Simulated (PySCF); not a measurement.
Working out the ionisation energy of I⁺

I⁺ [Kr] 4d10 5s2 5p4 (3P) → I²⁺ [Kr] 4d10 5s2 5p3 (4S). Computed with PySCF 2.14 in ANO-RCC-VTZP, with the spin-free X2C one-electron Hamiltonian (Gaussian nucleus). Frozen: [Ar] 3d10. Energies in hartree (1 hartree = 27.21139 eV):

| part | I⁺ (lower) | I²⁺ (upper) |
| --- | --- | --- |
| UHF | -7112.077332 | -7111.426196 |
| MP2 opposite-spin | -0.448133 | -0.424853 |
| MP2 same-spin | -0.252435 | -0.246329 |

Question: What does Hartree-Fock give?

Answer: (-7111.426196) − (-7112.077332) = 0.651136 hartree = 17.718 eV.

Question: What do MP2 and SCS-MP2 (6/5 opposite-spin, 1/3 same-spin) give?

Answer: The opposite-spin parts differ by 0.633 eV and the same-spin parts by 0.166 eV. MP2: 17.718 + (0.633) + (0.166) = 18.517 eV. SCS-MP2: 17.718 + 1.2 × (0.633) + (0.166)/3 = 18.533 eV.

Measured between the centres of the two terms (NIST): 18.750 eV, so MP2 (valence and next inner shell) is off by -0.233 eV.

What remains against the reference includes basis incompleteness, the frozen core and correlation beyond second order.
